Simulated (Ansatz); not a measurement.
`CC(F)C[SiH3]` → `FCC[SiH3]` + `[CH2]` (triplet)  (formal loss of a carbene)

Gas-phase electronic energies from Ansatz, PBE0-D4/def2-TZVP geometries. CCSD(T)/CBS adds triple-zeta CCSD(T) − MP2 to the extrapolated MP2 energy (def2 sets, frozen cores). This one scheme is used for every species. DFT in def2-TZVPP. B3LYP here is the variant with VWN-RPA as its local correlation; programs differ in this. HSE06 is defined as in plane-wave codes. Triplets are unrestricted, without spin–orbit coupling. Each species was taken in one conformer, which may not be the lowest.

Q: Is it downhill or uphill in electronic energy at CCSD(T)/CBS, and by how much? (An estimate is asked.)

A: Ansatz gave: Uphill: ΔE = +108.9 kcal/mol.

Q: What do these levels give: PBE0-D4, HSE06-D4, ωB97X-V, B3LYP, HF/def2-SVP, MP2/CBS(def2)? (Estimate.)

A: Ansatz gave: PBE0-D4 107.8, HSE06-D4 107.9, ωB97X-V 111.3, B3LYP 104.0, HF/def2-SVP 74.9, MP2/CBS(def2) 111.9 kcal/mol.

Largest T1 diagnostic among the species: 0.011.

At CCSD(T), def2-SVP lies −3.6 kcal/mol from the extrapolated value and def2-TZVPP −2.8 kcal/mol. In def2-TZVPP, CCSD(T) changes the Hartree–Fock value by +33.1 kcal/mol (the triples alone add +2.8 kcal/mol) and MP2 by +36.1 kcal/mol. From PBE to PBE0 (25 % exact exchange), in def2-TZVPP and without D4, ΔE moves by −1.7 kcal/mol.
